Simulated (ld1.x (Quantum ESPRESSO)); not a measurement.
**What one change does to a pseudopotential (Se (Z = 34), TM semilocal)**

```json
{"Element": "Se (Z = 34)", "Generator": "ld1.x (Quantum ESPRESSO) 7.5", "Type": "norm-conserving Troullier–Martins (semilocal form)", "Functional": "PBE", "Relativity": "scalar-relativistic", "Frozen core": "[Ar] 3d10", "Valence charge": "6", "Reference configuration": "4s2 4p3.5 (charge +0.5)", "Partial waves": "4p (bound): rc 1.65 bohr; 4s (bound): rc 1.10 bohr", "Local potential": "the s channel", "Core correction": "none"}
```

All-electron outer shells of the reference configuration (PBE, scalar-relativistic, ld1.x):

```csv
shell,level (eV),outermost node (bohr),outermost maximum (bohr)
4s,-21.90,0.70,1.51
4p,-10.79,0.74,1.77
```

Change: functional LDA (PZ).

Cutoffs: the cutoffs (Ry, on a coarse ladder) from which the occupation-weighted sum of valence levels, in a spherical-Bessel basis at the reference potential, stays within 10 and 1 mRy of its value at 400 Ry; they do not see the model core or the augmentation charge, which bear on the density cutoff. Errors are all-electron minus pseudo energies relative to the spin-unpolarised reference configuration.

Question: What does the change do?

Answer: The potential gets neither clearly harder nor softer (90 Ry and 260 Ry → 90 Ry and 260 Ry); the number of tests with a reliable result goes from 7 to 9; of the 7 tests that both files solve, the error grows in 4 and shrinks in 3 by more than 15 % and 0.3 meV (median size 2.7 → 11.1 meV); neither file shows a bound ghost. A semilocal file is local in each channel, so a ghost entry of none says nothing of the separable form that plane-wave codes build from it.

| quantity | base | changed |
| --- | --- | --- |
| cutoff, loose | 90 Ry | 90 Ry |
| cutoff, tight | 260 Ry | 260 Ry |
| bound ghosts | none | none |
| error for 4s2 4p4, meV [ΔE -4.31 → -4.39 eV] | +0.7 | +1.6 |
| error for 4s2 4p3, meV [ΔE 6.54 → 6.62 eV] | -1.0 | +0.7 |
| error for 4s2 4p2, meV [ΔE 26.88 → 27.18 eV] | -2.7 | +21 |
| error for 4s2 4p4.3, meV [ΔE -5.90 → -6.02 eV] | +1.1 | +3.1 |
| error for 4s2 4p0, meV [ΔE 99.94 → 100.91 eV] | +87 | +316 |
| error for 4s1 4p5, meV [ΔE 6.57 → 6.55 eV] | +22 | +11 |
| error for 4s1 4p4, meV [ΔE 18.07 → 18.21 eV] | +17 | +12 |
| s: phases at 1.81 bohr within 0.05 rad from the reference energy up to (Ry; the scan ends near 5) | 1.5 | 1.4 |
| p: phases at 1.81 bohr within 0.05 rad from the reference energy up to (Ry; the scan ends near 5) | to the end of the scan | to the end of the scan |
